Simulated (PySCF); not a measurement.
Compound: C₄H₁₀OSi.
Structure used (GFN2-xTB), in Å, numbered top down from 1:
```xyz
16
C4H10OSi angstrom
C     -2.2327    1.1862    0.1829
C     -1.2978    0.2542    0.2984
C     -1.5437   -0.9979    1.0838
Si     0.3671    0.4292   -0.5643
O      1.4050   -0.1592    0.5386
C      2.7848   -0.3117    0.4162
H     -3.2023    1.0927    0.6502
H     -2.0701    2.0871   -0.3840
H     -2.5217   -0.9823    1.5623
H     -1.4873   -1.8649    0.4260
H     -0.7744   -1.1140    1.8450
H      0.4245   -0.3666   -1.8017
H      0.6789    1.8224   -0.9018
H      3.1612   -0.7534    1.3401
H      3.0307   -0.9667   -0.4229
H      3.2703    0.6540    0.2548
```

A PySCF run (density fitting, gas phase, GFN2-xTB geometry) gave HOMO -7.46 eV, LUMO -0.01 eV, dipole 0.87 D and E = -522.723 Eh.

Question: Which of these levels was it?
A. HCTH407/6-31G*
B. PBE0/pcSseg-1
C. KT3/def2-SVPD

Answer: B. It is PBE0/pcSseg-1. All candidates on this geometry:

```json
{"level and settings": "KT3/def2-SVPD, energy threshold 1e-07 Eh, damping 0.3 at the start, DIIS from the seventh cycle", "kind": "GGA", "basis functions": "207", "SCF cycles": "18", "E (Eh)": "-528.7693", "HOMO (eV)": "-6.41", "LUMO (eV)": "-1.06", "dipole (D)": "0.61"}
{"level and settings": "HCTH407/6-31G*, damping 0.1 at the start, DIIS from the seventh cycle", "kind": "GGA", "basis functions": "108", "SCF cycles": "22", "E (Eh)": "-523.1465", "HOMO (eV)": "-6.22", "LUMO (eV)": "-0.72", "dipole (D)": "0.71"}
{"level and settings": "PBE0/pcSseg-1, fitting basis def2-universal-jkfit, level shift 0.1 Eh", "kind": "global hybrid", "basis functions": "159", "SCF cycles": "10", "E (Eh)": "-522.7227", "HOMO (eV)": "-7.46", "LUMO (eV)": "-0.01", "dipole (D)": "0.87"}
```

The nearest other candidate, by the summed differences of HOMO and LUMO, is HCTH407/6-31G*: its HOMO differs by +1.24 eV and its LUMO by -0.71 eV. All basis functions are spherical, in the Pople sets too. KT3 was designed for NMR shieldings or shifts; total energies of different functionals aren't comparable.
